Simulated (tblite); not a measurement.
A tight-binding relaxation on `N#C[C@@H]1C[C@@H](NC)[GeH2]1`.

Computed with GFN2-xTB geometry optimisation, gas phase (tblite 0.8.0). Start geometry: from a force field or distance geometry. The command runs a driver script over a list of jobs; the input below is this job's line of settings and its coordinates in Å.

Command:
```bash
OMP_NUM_THREADS=1 python probes_run.py task.json out
```

Input:
```
{"job": {"kind": "relax", "xc": "GFN2-xTB", "basis": "xTB"}, "charge": 0, "multiplicity": 1}
C      2.472100     0.556300    -0.779900
N      1.561800    -0.238000    -0.013200
C      0.211300     0.169400    -0.054200
C     -0.671800    -0.714200     0.774400
C     -1.845000    -0.513400    -0.117600
C     -2.635700     0.678800     0.211200
N     -3.235800     1.613000     0.492300
Ge    -0.760900    -0.139000    -1.674700
H      1.940600     1.457300    -1.172800
H      3.314000     0.921000    -0.172800
H      2.882500    -0.004200    -1.641200
H      1.732500    -1.251800    -0.062500
H      0.130900     1.238600     0.295600
H     -0.257800    -1.760900     0.792400
H     -0.799400    -0.268800     1.798300
H     -2.479200    -1.429200    -0.227900
H     -1.143600     1.099900    -2.512400
H     -0.425200    -1.408600    -2.476300
```

Output:
```
step      E/eV     max force
  0    -638.26305    3.946
  1    -638.64168    2.018
  2    -638.67468    6.312
  3    -638.87089    1.077
  4    -638.93098    0.878
  5    -638.99379    0.557
  6    -639.01223    0.388
  7    -639.04396    0.518
  8    -639.06072    0.539
  9    -639.07379    0.302
... (80 lines left out)
 90    -639.26969    0.013
 91    -639.26972    0.014
 92    -639.26975    0.018
 93    -639.26979    0.020
 94    -639.26982    0.012
 95    -639.26986    0.012
 96    -639.26990    0.013
 97    -639.26994    0.018
 98    -639.26997    0.013
 99    -639.26999    0.007
```

«max force» is the largest atomic force in eV/Å.

**Question.** From which step on does the largest force stay under 0.1 eV/Å, and how much energy is left to gain from there?

**Answer.** From step 57 (0.090 eV/Å), 22.6 meV above the end.

Summary of the converged run: energy lowered by 23.2 kcal/mol over 99 steps; largest atomic force 0.007 eV/Å at the end.

**Question.** Give the final coordinates.

**Answer.** 0.387 Å rms from the input after alignment:
```
atom  x, y, z in Å
C1     2.5686    0.6163   -0.7177
N2     1.6893   -0.1226    0.1510
C3     0.3306    0.2074   -0.0146
C4    -0.6789   -0.6399    0.7591
C5    -1.9273   -0.5502   -0.1417
C6    -2.7112    0.5979    0.1645
N7    -3.3093    1.5503    0.3870
Ge8   -0.7550   -0.1658   -1.7572
H9     2.5216    1.6732   -0.4553
H10    3.5903    0.2652   -0.5945
H11    2.2702    0.5131   -1.7793
H12    1.8403   -1.1227    0.0591
H13    0.1880    1.2697    0.2036
H14   -0.3346   -1.6757    0.8003
H15   -0.8396   -0.2913    1.7804
H16   -2.5586   -1.4392   -0.1187
H17   -1.3656    0.8000   -2.7630
H18   -0.5272   -1.4796   -2.5042
```

**Question.** How long does this job take on one thread, Arm Neoverse N1 (aarch64), no GPU (shared host)?

**Answer.** About 1.2 s.
Labels such as C1 count atoms from 1, the log's own numbers from 0.
